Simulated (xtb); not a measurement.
HfO (SMILES [O]=[Hf]), singlet, at a GFN2-xTB geometry (such geometries of metal compounds can be far from the true shape); xtb with GFN0-xTB.

The xtb input:
```
$ xtb mol.xyz --gfn 0 --ohess --json

# file mol.xyz
2

Hf    -0.00000000    -0.00000000    -0.17306172
O      0.00000000     0.00000000     1.55755544
```

The log (banner, timings and long lists left out):

```
   ID    Z sym.   atoms
    1   72 Hf     1
    2    8 O      2

           -------------------------------------------------
          |                Calculation Setup                |
           -------------------------------------------------

           -------------------------------------------------
          |                 G F N 0 - x T B                 |
           -------------------------------------------------

          ...................................................
          :                      SETUP                      :
          :.................................................:
          :  # basis functions                  14          :
          :  # atomic orbitals                  13          :
          :  # shells                            5          :
          :  # electrons                        10          :
          :  electronic temp.          300.0000000     K    :
          :  accuracy                    1.0000000          :
          :  -> integral cutoff          0.2500000E+02      :
          :  -> integral neglect         0.1000000E-07      :
          ...................................................

         :::::::::::::::::::::::::::::::::::::::::::::::::::::
         ::                     SUMMARY                     ::
         :::::::::::::::::::::::::::::::::::::::::::::::::::::
         :: total energy              -4.807125075835 Eh    ::
         :: gradient norm              0.015083052561 Eh/a0 ::
         :: HOMO-LUMO gap              0.481476562134 eV    ::
         ::.................................................::
         :: H0 energy                 -4.611902391617 Eh    ::
         :: repulsion energy           0.023149843589 Eh    ::
         :: electrostat energy        -0.218148277212 Eh    ::
         :: -> Gsolv                   0.000000000000 Eh    ::
         ::    -> Gsasa                0.000000000000 Eh    ::
         ::    -> Gshift               0.000000000000 Eh    ::
         :: dispersion energy         -0.000224250596 Eh    ::
         :: short-range corr.          0.000000000000 Eh    ::
         :: add. restraining           0.000000000000 Eh    ::
         :: total charge               0.000000000000 e     ::
         :::::::::::::::::::::::::::::::::::::::::::::::::::::

      -----------------------------------------------------------
     |                   =====================                   |
     |                        A N C O P T                        |
     |                   =====================                   |
     |               Approximate Normal Coordinate               |
     |                Rational Function Optimizer                |
      -----------------------------------------------------------
      -----------------------------------------------------------
     |                   =====================                   |
     |                        A N C O P T                        |
     |                   =====================                   |
     |               Approximate Normal Coordinate               |
     |                Rational Function Optimizer                |
      -----------------------------------------------------------

          ...................................................
          :                      SETUP                      :
          :.................................................:
          :   optimization level            normal          :
          :   max. optcycles                   200          :
          :   ANC micro-cycles                  20          :
          :   degrees of freedom                 1          :
          :.................................................:
          :   RF solver                   davidson          :
          :   write xtbopt.log                true          :
          :   linear (good luck)              true          :
          :   energy convergence         0.5000000E-05 Eh   :
          :   grad. convergence          0.1000000E-02 Eh/α :
          :   maxmium RF displ.          1.0000000          :
          :   Hlow (freq-cutoff)         0.1000000E-01      :
          :   Hmax (freq-cutoff)         5.0000000          :
          :   S6 in model hess.         20.0000000          :
          ...................................................

generating ANC from exact Hessian ...
Using Lindh-Hessian (1995)
 Shifting diagonal of input Hessian by    0.0000000000000000
 Lowest  eigenvalues of input Hessian
    0.000000    0.000000    0.000000    0.000000    0.000000    1.019156
 Highest eigenvalues
    0.000000    0.000000    0.000000    0.000000    0.000000    1.019156

........................................................................
.............................. CYCLE    1 ..............................
........................................................................
 * total energy  :    -4.8071251 Eh     change        0.0000000E+00 Eh
   gradient norm :     0.0150831 Eh/α   predicted     0.0000000E+00 (   0.00%)
   displ. norm   :     0.0147963 α      lambda       -0.2231716E-03
   maximum displ.:     0.0147963 α      in ANC's #1, #1, #1, ...

........................................................................
.............................. CYCLE    2 ..............................
........................................................................
 * total energy  :    -4.8072879 Eh     change       -0.1628219E-03 Eh
   gradient norm :     0.0070418 Eh/α   predicted    -0.1116113E-03 ( -31.45%)
   displ. norm   :     0.0129551 α      lambda       -0.9122989E-04
   maximum displ.:     0.0129551 α      in ANC's #1, #1, #1, ...

........................................................................
.............................. CYCLE    3 ..............................
........................................................................
 * total energy  :    -4.8073366 Eh     change       -0.4866727E-04 Eh
[...]
 * total energy  :    -4.8073368 Eh     change       -0.2583315E-06 Eh
   *** GEOMETRY OPTIMIZATION CONVERGED AFTER 4 ITERATIONS ***
         :: total energy              -4.807336823307 Eh    ::
[...]
         3        2.0000           -0.4330446             -11.7837
         4        2.0000           -0.4321097             -11.7583
         5        1.9997           -0.3228009              -8.7839 (HOMO)
         6        0.0001           -0.3052827              -8.3072 (LUMO)
         7        0.0001           -0.3052827              -8.3072
         8                         -0.2846083              -7.7446
         9                         -0.2846083              -7.7446
        10                         -0.1699686              -4.6251
        11                         -0.0253625              -0.6901
        12                         -0.0253625              -0.6901
        13                          0.2186665               5.9502
      -------------------------------------------------------------
                  HL-Gap            0.0175182 Eh            0.4767 eV
             Fermi-level            0.0000000 Eh            0.0000 eV

     #   Z          covCN         q      C6AA      α(0)
     1  72 Hf       0.699     0.963  1031.254    88.841
     2   8 O        0.699    -0.963    36.979     8.156

 Mol. C6AA /au·bohr⁶  :       1390.148791
 Mol. C8AA /au·bohr⁸  :     229684.424297
 Mol. α(0) /au        :         96.996895

Wiberg/Mayer (AO) data.
largest (>0.10) Wiberg bond orders for each atom

 ---------------------------------------------------------------------------
     #   Z sym  total        # sym  WBO       # sym  WBO       # sym  WBO
 ---------------------------------------------------------------------------
     1  72 Hf   1.138 --     2 O    1.138
     2   8 O    1.138 --     1 Hf   1.138
 ---------------------------------------------------------------------------

Topologies differ in total number of bonds
Writing topology from bond orders to xtbtopo.mol

 dipole moment from electron density (au)
     X       Y       Z
  -0.0000  -0.0000  -5.5273  total (Debye):   14.049

           -------------------------------------------------
          |               Frequency Printout                |
           -------------------------------------------------
 vibrational frequencies (cm⁻¹)
eigval :        0.00     0.00     0.00     0.00     0.00   655.24
 reduced masses (amu)
   1:165.12   2:165.12   3:165.12   4: 29.37   5: 29.37   6: 29.37
Molecule has the following symmetry elements: (Cinf) (sigma)
It seems to be the Cinfv point group
 IR intensities (km·mol⁻¹)
   1:  0.00   2:  0.00   3:  0.00   4: 61.55   5: 61.55   6:  0.16
 Raman intensities (Ä⁴*amu⁻¹)
   1:  0.00   2:  0.00   3:  0.00   4:  0.00   5:  0.00   6:  0.00
 output can be read by thermo (or use thermo option).
 writing <g98.out> molden fake output.
 recommended (thermochemical) frequency scaling factor: 1.0
           -------------------------------------------------
          |             Thermodynamic Functions             |
           -------------------------------------------------

cin symmetry found (for desy threshold:  0.10E+00) used in thermo

          ...................................................
          :                      SETUP                      :
          :.................................................:
          :  # frequencies                           1      :
          :  # imaginary freq.                       0      :
          :  linear?                              true      :
          :  only rotor calc.                    false      :
          :  symmetry                              cin      :
          :  rotational number                       1      :
          :  scaling factor                  1.0000000      :
          :  rotor cutoff                   50.0000000 cm⁻¹ :
          :  imag. cutoff                  -20.0000000 cm⁻¹ :
          :.................................................:

    mode    ω/cm⁻¹     T·S(HO)/kcal·mol⁻¹    T·S(FR)/kcal·mol⁻¹   T·S(vib)
   ------------------------------------------------------------------------
   ------------------------------------------------------------------------

   temp. (K)  partition function   enthalpy   heat capacity  entropy
                                   cal/mol     cal/K/mol   cal/K/mol   J/K/mol
 298.15  VIB   1.04                   82.835      0.917      0.364
         ROT   554.                  592.502      1.987     14.543
         INT   579.                  675.336      2.905     14.906
         TR   0.262E+28             1481.254      4.968     41.682
         TOT                        2156.5904     7.8727    56.5883   236.7655

       T/K    H(0)-H(T)+PV         H(T)/Eh          T*S/Eh         G(T)/Eh
   ------------------------------------------------------------------------
    298.15    0.343675E-02    0.492948E-02    0.268869E-01   -0.219575E-01
   ------------------------------------------------------------------------

         :::::::::::::::::::::::::::::::::::::::::::::::::::::
         ::                  THERMODYNAMIC                  ::
         :::::::::::::::::::::::::::::::::::::::::::::::::::::
         :: total free energy          -4.829294278386 Eh   ::
         ::.................................................::
         :: total energy               -4.807336823307 Eh   ::
         :: zero point energy           0.001492736769 Eh   ::
         :: G(RRHO) w/o ZPVE           -0.023450191849 Eh   ::
         :: G(RRHO) contrib.           -0.021957455080 Eh   ::
         :::::::::::::::::::::::::::::::::::::::::::::::::::::

optimized geometry written to: xtbopt.xyz

           -------------------------------------------------
          | TOTAL ENERGY               -4.807336823307 Eh   |
          | TOTAL ENTHALPY             -4.802407340966 Eh   |
          | TOTAL FREE ENERGY          -4.829294278386 Eh   |
          | GRADIENT NORM               0.000241735569 Eh/α |
          | HOMO-LUMO GAP               0.476693693281 eV   |
           -------------------------------------------------

normal termination of xtb
```
